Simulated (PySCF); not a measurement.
Excitations are Tamm–Dancoff values on a coarser integration grid. The basis has no diffuse functions, so Rydberg states are missing or too high.

Cartesian coordinates (Å):
```xyz
11

B      2.0771     0.3571     0.0981
B      0.5931    -0.2639    -0.2109
C     -0.7571     0.1601     0.4764
N     -2.0498    -0.2509    -0.1039
H      2.5286     1.2486    -0.5613
H      2.7917    -0.0582     0.9631
H      0.5337    -1.1609    -1.0127
H     -0.8029     1.2362     0.6716
H     -0.6853    -0.2708     1.4901
H     -2.2050     0.2400    -0.9772
H     -2.0239    -1.2372    -0.3404
```
Charge 0, spin multiplicity 1.

**Question.** What is the computed S1–T1 gap (TDA), LUMO, T1 excitation (TDA), HOMO–LUMO gap and brightest of the four lowest singlets (TDA) (PySCF with ωB97X-D3(BJ)/def2-TZVP // B3LYP-D3(BJ)/def2-TZVP)?

**Answer.** 
The S1–T1 gap (TDA) comes out as 0.49 eV and the LUMO is 0.45 eV. The T1 excitation (TDA) is 4.18 eV. The HOMO–LUMO gap is 9.57 eV and the brightest of the four lowest singlets (TDA) comes out as 6.09 eV.
